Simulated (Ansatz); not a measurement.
`N[Si@H](F)S[Si@@H](N)Cl` + H₂O → `N[SiH](O)Cl` + `N[SiH](F)S`  (formal hydrolysis of the Si–S bond)

Isolated molecules relaxed with PBE0-D4/def2-TZVP in Ansatz; ΔE leaves out vibrations. CCSD(T)/CBS is the MP2 limit (def2-TZVPP, def2-QZVPP) plus CCSD(T) − MP2 in def2-TZVPP, frozen cores. This one scheme is used for every species. Functionals use def2-TZVPP. Each species was taken in one conformer, which may not be the lowest.

| level | ΔE (kJ/mol) |
| --- | --- |
| PBE | -44.3 |
| PBE0 | -45.2 |
| HF/def2-TZVPP | -70.9 |
| MP2/def2-TZVPP | -42.1 |
| SCS-MP2/def2-TZVPP | -49.7 |
| CCSD/def2-TZVPP | -52.5 |
| HF/def2-QZVPP | -72.0 |
| MP2/def2-QZVPP | -39.3 |

(1) What does CCSD(T)/CBS give? (An estimate is asked.)

Largest T1 diagnostic among the species: 0.011.

Results:

(1) The calculation gave: -42.2 kJ/mol. The listed levels differ from it by -2.1, -3.0, -28.7, 0.1, -7.5, -10.3, -29.8, 2.9 kJ/mol.

The D4 term adds +18.6 kJ/mol with B3LYP and +10.8 kJ/mol with PBE0; it sums over pairs of atoms, weighted by their polarisabilities, and B3LYP, whose exchange is more repulsive, gets the larger term. In def2-TZVPP, CCSD(T) changes the Hartree–Fock value by +23.1 kJ/mol (the triples alone add +4.7 kJ/mol) and MP2 by +28.8 kJ/mol.

B3LYP here is the variant with VWN-RPA as its local correlation; programs differ in this.
